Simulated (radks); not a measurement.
Problem. Species: the thulium ion Tm2+. Configuration: [Xe] 4f13. Calculated with a radial shooting solver on a logarithmic mesh with Libxc functionals: Dirac Kohn-Sham, exchange-only LDA, spin-unpolarised, spherical densities, point nucleus; open shells fill j = l - 1/2 first. Some entries of the table are withheld. Estimate them.

orbital,occ.,eigenvalue (eV),<1/r> (bohr^-1)
1s1/2,2,(1),79.06
2s1/2,2,-9989.832,19.05
2p1/2,2,-9525.184,19.02
2p3/2,4,-8546.078,16.42
3s1/2,2,(2),6.972
3p1/2,2,-2049.509,6.891
3p3/2,4,-1842.849,6.223
3d3/2,4,-1492.427,6.112
3d5/2,6,-1447.225,5.950
4s1/2,2,-453.7448,2.921
4p1/2,2,-371.4475,2.813
4p3/2,4,-324.6039,2.578
4d3/2,4,-189.0220,2.356
4d5/2,6,-180.5044,2.299
5s1/2,2,-66.5762,1.086
5p1/2,2,-44.3101,0.9507
5p3/2,4,-38.5230,0.8676
4f5/2,6,-16.8732,1.706
4f7/2,7,-15.6752,1.674

Solution. 
(1) 1s1/2 eigenvalue (eV): -59178.36
(2) 3s1/2 eigenvalue (eV): -2254.296
